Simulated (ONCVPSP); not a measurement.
**Configuration tests for Te (Z = 52) (ONCV)**

Te (Z = 52), optimised norm-conserving Vanderbilt (ONCV), made with ONCVPSP 4.0.1 (PBE, scalar-relativistic). Core [Ar] 3d10, reference 4s2 4p6 4d10 5s2 5p2 (charge +2). Waves: 4s+5s: rc 1.10 bohr, ncon 4, nbas 8, qcut 8.4 1/bohr, 2 projectors; 4p+5p: rc 1.45 bohr, ncon 4, nbas 7, qcut 12 1/bohr, 2 projectors; 4d: rc 1.15 bohr, ncon 4, nbas 8, qcut 16 1/bohr, 2 projectors, debl 1.8 Ha. Local part: polynomial inside 0.80 bohr (lpopt 1, dvloc0 -1 Ha). Core correction: Teter function, fcfact 4.5, rcfact 1.65.

In the d channel the program set the typed energies aside and used -2.241, 0.250 Ha.

Energies are relative to the spin-unpolarised reference configuration 4s2 4p6 4d10 5s2 5p2; without spin polarisation the order of configurations can differ from experiment.

```
valence configuration  charge  ΔE all-electron (eV)  error AE − PS (meV)
 4s2 4p6 4d10 5s2 5p3      +1               -17.925                 +4.2
 4s2 4p6 4d10 5s2 5p1      +3                26.898                 -6.9
 4s2 4p6 4d10 5s1 5p5       0               -18.399                 +6.1
```

Problem. What are ΔE and the potential's error for 4s2 4p6 4d10 5s2 5p4?

Solution. ΔE = -27.654 eV all-electron; the error (AE − PS) is +6.4 meV.

Levels in the configuration 4s2 4p6 4d10 5s2 5p4:

```json
{"level": "4s", "all-electron (eV)": "-164.388", "pseudo (eV)": "-164.378"}
{"level": "4p", "all-electron (eV)": "-114.409", "pseudo (eV)": "-114.403"}
{"level": "4d", "all-electron (eV)": "-41.653", "pseudo (eV)": "-41.654"}
{"level": "5s", "all-electron (eV)": "-15.109", "pseudo (eV)": "-15.107"}
{"level": "5p", "all-electron (eV)": "-5.953", "pseudo (eV)": "-5.953"}
```
